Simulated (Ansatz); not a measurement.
C2H5N, SMILES `[H]/N=C/C` (charge 0, multiplicity 1).

Level of theory: Ansatz (an electronic-structure program) with LC-ωPBE/cc-pVTZ // B3LYP-D3(BJ)/def2-TZVP.

Ansatz 0.2 input:
```yaml
crystal:
  periodic: [false, false, false]
  atoms:
    - { symbol: C, position_ang: [-0.918643, -0.181079, -0.226153] }
    - { symbol: C, position_ang: [0.453216, 0.269722, 0.156266] }
    - { symbol: N, position_ang: [1.442231, -0.52099, 0.15196] }
    - { symbol: H, position_ang: [-0.911199, -1.237171, -0.490302] }
    - { symbol: H, position_ang: [-1.288049, 0.404434, -1.072879] }
    - { symbol: H, position_ang: [-1.616488, -0.016235, 0.599736] }
    - { symbol: H, position_ang: [0.541707, 1.32677, 0.440519] }
    - { symbol: H, position_ang: [2.297226, -0.045449, 0.440854] }
basis:
  gaussian: { orbitals: cc-pVTZ }
hamiltonian:
  xc: lc_wpbe
```

Output:

```
Functional definition: LC-wPBE
803 factors; their error is unknown
261 factors; integrals over basis functions are off by at most 1.8e-5 eV
mean field evaluation 1: about -3640.1319 eV, gradient 4.4e1 eV
mean field evaluation 2: about -3641.1391 eV, gradient 3.9e1 eV
mean field evaluation 4: about -3643.9682 eV, gradient 2.0e0 eV
mean field evaluation 8: about -3643.9790 eV, gradient 8.1e-2 eV
mean field evaluation 16: about -3643.9614 eV, gradient 1.3e-5 eV
mean field -3643.96140715 eV, -133.9131117468 hartree, gradient 1.3e-5 eV, S^2 0.000000; 0 other end points of the search recorded, 0 dependent functions left out
reference -3643.96140715 eV, -133.9131117470 hartree; 12, 12 occupied and 148, 148 virtual orbitals, 803 factors
Total energy: -3643.96140715 eV, -133.9131117470 hartree
```
